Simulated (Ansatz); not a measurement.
The Mg1–H2 bond of H2MgSe (SMILES [MgH][SeH]) is stretched (multiplicity 1, the rest rigid).
Geometry at rest (charge 0, multiplicity 1):
```xyz
4

Mg    -0.910    -0.799    -1.250
H     -1.792    -1.578    -2.461
Se     0.356     0.356     0.480
H      0.612    -0.934     1.148
```

Frozen-core correlation. Filled d and f shells under p-block atoms count as core.

Codes used: Ansatz (Gaussian orbitals). Each number belongs to the level named beside it.

FIC-MRCISD+Q on CASSCF(2,2)/def2-TZVPPD, total energies (hartree):

```tsv
R (Å)	CASSCF	MRCISD	weight c² of the reference
1.689	-2600.665786	-2600.863152	0.90895
2.956	-2600.599058	-2600.787207	0.91054
5.405	-2600.569332	-2600.753119	0.91228
```

### Question
Add the Davidson correction (E_MRCISD − E_CASSCF)(1 − c²)/c² and give the energies above the first point at the three levels.

### Answer

Corrections (hartree): -0.019770, -0.018485, -0.017673. Above the first point (kcal/mol):
- R = 2.956 Å: CASSCF 41.9, MRCISD 47.7, with the correction 48.5
- R = 5.405 Å: CASSCF 60.5, MRCISD 69.0, with the correction 70.4

Ansatz is a quantum-chemistry and plane-wave program.
